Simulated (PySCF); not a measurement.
```xyz
6
charge 0 multiplicity 1, angstrom
Nb    0.0000    0.0000    0.0172
H     0.0000    0.0000    1.7908
H     1.5040    0.0000   -0.8497
H     0.0000    1.5040   -0.8497
H    -1.5040    0.0000   -0.8497
H     0.0000   -1.5040   -0.8497
```

These are results of PBE0/[Nb def2-TZVP with ECP28, H def2-TZVP], scalar-relativistic core potentials, density fitting, no spin–orbit coupling, PySCF, not measurements.

This geometry of NbH₅ is a stationary point at this level.

(1) What is the point group?

(2) Is it a minimum?

(3) What are the dipole moment and the gap between the highest occupied and lowest empty levels?

(4) Give the ideal-gas entropy at 298.15 K and 1 bar by parts.

## Answers

(1) C4v.

(2) Yes: all harmonic wavenumbers are real.

(3) 1.77 D and 5.63 eV.

(4) translation 166.0, rotation 65.9, vibration 37.9, spin 0.0; total 269.9 J/(mol K).

Other isomers or separated fragments may lie lower.
